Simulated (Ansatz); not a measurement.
`F[SiH]([SiH3])O[SiH3]` + H₂ → `F[SiH2][SiH3]` + silanol at 400 K and 1 bar (hydrogenolysis of the Si–O bond).

Program: Ansatz. Geometries: PBE0-D4/def2-TZVP. ΔE: electronic, gas phase. CBS: MP2 limit from def2 TZ/QZ plus the TZ coupled-cluster correction, frozen cores. This one scheme is used for every species. One conformer a species, not always the lowest.

```tsv
species	CCSD(T)/CBS energy (Eh)	H − E (kJ/mol)	S (J/(mol·K))
`F[SiH]([SiH3])O[SiH3]`	-1046.55730	217.6	454.9
H₂	-1.17544	38.0	139.0
`F[SiH2][SiH3]`	-681.00067	143.3	339.5
`O[SiH3]`	-366.69042	120.0	276.4
```

H − E and S are ideal-gas, rigid-rotor, harmonic terms from PBE0-D4/def2-TZVP, for one conformer and one mirror image of each species. The MP2-based limit puts H₂ 0.8 mEh under its directly extrapolated value; such offsets cancel only in part. 1 Eh = 2625.50 kJ/mol, R = 8.31446 J/(mol·K).

Question: By hand: ΔE, ΔH, ΔS and ΔG.

Answer: ΔE = (-681.00067) + (-366.69042) − (-1046.55730) − (-1.17544) = 0.04165 Eh = 109.4 kJ/mol. Δ(H − E) = 143.3 + 120.0 − 217.6 − 38.0 = 7.7, so ΔH = 117.1 kJ/mol. ΔS = 339.5 + 276.4 − 454.9 − 139.0 = 22.0 J/(mol·K). ΔG = 117.1 − 400 × (22.0)/1000 = 108.3 kJ/mol.

Question: By hand: the equilibrium constant, and the temperature at which ΔG would vanish if ΔH and ΔS stayed fixed.

Answer: log₁₀ K = −ΔG/(RT ln 10) = -14.1. ΔG = 0 at ΔH/ΔS = 5323 K, far beyond where these terms or the molecules hold.

ΔH outweighs TΔS. A doubt of 5 kJ/mol in ΔE shifts log₁₀ K by 0.7 here. Other conformers and mirror images would add mixing entropy, several J/(mol·K) or more a flexible species. Modes under 60 cm⁻¹, often nearly free rotors, make the harmonic entropy too high. These are equilibria of isolated gas molecules and say nothing of rates. Largest T1 diagnostic: 0.013 (customary marks: 0.02 for closed shells, 0.045 for open ones).
